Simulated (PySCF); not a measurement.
## The 1-electron isoelectronic series, spin-free X2C

Calculated with PySCF 2.14 from differences of total energies of unrestricted determinants, without spin-orbit coupling. Each ion has its own even-tempered basis scaled to its charge (17s7p4d3f3g for the first); frozen: nothing. Ionisation energies in eV.

| ion | configuration | UHF | LDA | PBE | PBE0 | r2SCAN | NIST (with spin-orbit, Breit and QED) |
| --- | --- | --- | --- | --- | --- | --- | --- |
| As³²⁺ | 1s1 (2S) | 15037.7 | 14998.8 | 15033.1 | 15034.3 | 15038.3 | 15028.9 (t) |
| Se³³⁺ | 1s1 (2S) | 15977.8 | 15937.6 | 15973.1 | 15974.3 | 15978.4 | 15968.1 (t) |
| Br³⁴⁺ | 1s1 (2S) | 16947.8 | 16906.3 | 16943.1 | 16944.3 | 16948.5 | 16937.1 (t) |
| Rb³⁶⁺ | 1s1 (2S) | 18978.3 | 18934.3 | 18973.5 | 18974.7 | 18979.1 | 18965.5 (t) |
| Sr³⁷⁺ | 1s1 (2S) | 20039.1 | 19993.8 | 20034.3 | 20035.5 | 20040.1 | 20025.3 (t) |
| Zr³⁹⁺ | 1s1 (2S) | 22253.1 | 22205.2 | 22248.2 | 22249.5 | 22254.2 | 22236.7 (t) |
| Nb⁴⁰⁺ | 1s1 (2S) | 23406.7 | 23357.4 | 23401.7 | 23403.0 | 23407.8 | 23388.8 (t) |
| Mo⁴¹⁺ | 1s1 (2S) | 24591.5 | 24540.9 | 24586.6 | 24587.8 | 24592.8 | 24572.2 (t) |
| Tc⁴²⁺ | 1s1 (2S) | 25807.9 | 25756.0 | 25803.0 | 25804.2 | 25809.2 | 25787.0 (t) |

Interpolate the row of Kr³⁵⁺.

configuration 1s1 (2S); UHF 17947.9; LDA 17905.2; PBE 17943.1; PBE0 17944.3; r2SCAN 17948.7; NIST (with spin-orbit, Breit and QED) 17936.2 (t).

Each ion has its own basis, which adds noise of up to about 0.1 % along the series.

NIST values marked (s) are semi-empirical, (t) theoretical. Open shells are high-spin determinants of the terms that Hund's rules give.
